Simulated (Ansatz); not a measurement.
CH$_{6}$FGaSi (`F[CH]([SiH3])[GaH2]`), charge 0, multiplicity 1.

(1) Give a relaxed structure at PBE0-D4/def2-TZVP (Ansatz). (Best estimate.)

Results:

(1) The calculation gave: 
Z-matrix (Å, degrees):
```
C
Si 1 1.890
Ga 1 1.990 2 113.4
F 1 1.406 2 109.3 3 -124.6
H 1 1.100 2 107.4 3 119.0
H 2 1.488 1 107.6 3 -62.9
H 2 1.486 1 111.2 3 176.6
H 2 1.488 1 110.3 3 55.7
H 3 1.569 1 118.0 2 61.3
H 3 1.564 1 119.2 2 -118.0
```
This is one stationary point; other conformers may exist.
